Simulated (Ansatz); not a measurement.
`C[Si@@H](O)[Si@H](O)Cl` + `[OH][GeH3]` → `O[SiH](Cl)[O][GeH3]` + `C[SiH2]O`  (cleavage of the Si–Si bond)

Computed with Ansatz on PBE0-D4/def2-TZVP structures; ΔE is electronic, products minus reactants. CBS: MP2 limit from def2 TZ/QZ plus the TZ coupled-cluster correction, frozen cores. This one scheme is used for every species. Functionals use def2-TZVPP. B3LYP here is the variant with VWN-RPA as its local correlation; programs differ in this. For Ge outer-core shells are correlated without core-valence functions, which leaves a few kJ/mol of doubt a bond. Scalar relativity is left out up to krypton. One conformer a species, not always the lowest.

| level | ΔE (kJ/mol) | difference from CCSD(T)/CBS |
| --- | --- | --- |
| PBE-D4 | -121.7 | 30.2 |
| r2SCAN-D4 | -146.3 | 5.6 |
| PBE0-D4 | -133.1 | 18.8 |
| ωB97M-V | -154.1 | -2.2 |
| B2PLYP | -154.7 | -2.8 |
| PBE0 | -134.5 | 17.4 |
| B3LYP | -148.7 | 3.2 |
| HF/def2-TZVPP | -178.9 | -27.0 |
| MP2/def2-TZVPP | -159.4 | -7.5 |
| SCS-MP2/def2-TZVPP | -162.1 | -10.2 |
| CCSD/def2-TZVPP | -157.6 | -5.7 |
| HF/def2-QZVPP | -181.0 | -29.1 |
| SCS-MP2/def2-QZVPP | -161.6 | -9.7 |
| HF/CBS(def2) | -181.2 | -29.3 |
| MP2/CBS(def2) | -157.4 | -5.5 |
| CCSD/CBS(def2) | -155.6 | -3.7 |
| CCSD(T)/CBS | -151.9 | 0 |

Largest T1 diagnostic among the species: 0.011.

In def2-TZVPP, CCSD(T) changes the Hartree–Fock value by +25.0 kJ/mol (the triples alone add +3.7 kJ/mol) and MP2 by +19.5 kJ/mol. From PBE to PBE0 (25 % exact exchange), in def2-TZVPP and without D4, ΔE moves by −11.5 kJ/mol.
